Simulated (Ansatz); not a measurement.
Reaction R1 → P1 + P2, each structure at its B3LYP-D3(BJ)/def2-TZVP stationary point, reached from a drawn start (curvature not checked).
R1: C2H4 (SMILES C=C), charge 0, multiplicity 1.
P1, C2H3 (SMILES [CH]=C) (charge 0, multiplicity 2):
```xyz
5

C     -0.468     0.071     0.013
C      0.817     0.277     0.006
H     -0.891    -0.934    -0.054
H     -1.186     0.883     0.085
H      1.728    -0.297    -0.051
```
P2: H atom, charge 0, multiplicity 2.

P less R. No zero-point or thermal terms; singlets are restricted closed shells; open shells are unrestricted.

Frozen-core correlation throughout. CBS(a, b) extrapolates the correlation energy as X⁻³ and adds the Hartree–Fock energy of set b.

The values were computed with Ansatz (Gaussian basis) for Hartree–Fock, density functionals and correlated methods. Each number belongs to the level named beside it.

```json
[
 {"level": "SVWN5/def2-TZVPP", "reaction energy (kcal/mol)": "125.21"},
 {"level": "wB97X-V/def2-TZVPP", "reaction energy (kcal/mol)": "117.54"},
 {"level": "MP2/cc-pVQZ", "reaction energy (kcal/mol)": "123.07"},
 {"level": "SCS-MP2/cc-pVDZ", "reaction energy (kcal/mol)": "119.92"},
 {"level": "SCS-MP2/cc-pVTZ", "reaction energy (kcal/mol)": "124.86"},
 {"level": "CCSD/cc-pVDZ", "reaction energy (kcal/mol)": "113.07"},
 {"level": "CCSD(T)/cc-pVTZ", "reaction energy (kcal/mol)": "117.23"},
 {"level": "CCSD(T)/cc-pVQZ", "reaction energy (kcal/mol)": "[?]"},
 {"level": "CCSD(T)/CBS(cc-pVTZ, cc-pVQZ)", "reaction energy (kcal/mol)": "[?]"}
]
```

Task: Some entries are withheld; supply them.

Result: 
- CCSD(T)/cc-pVQZ, reaction energy (kcal/mol): 117.95
- CCSD(T)/CBS(cc-pVTZ, cc-pVQZ), reaction energy (kcal/mol): 118.43

Doubts at one or more of the structures used: a spin-contaminated determinant (MP2/cc-pVQZ, SCS-MP2/cc-pVDZ, SCS-MP2/cc-pVTZ, CCSD/cc-pVDZ, CCSD(T)/cc-pVTZ, CCSD(T)/cc-pVQZ, CCSD(T)/CBS(cc-pVTZ, cc-pVQZ)).

Ansatz is a quantum-chemistry and plane-wave program.
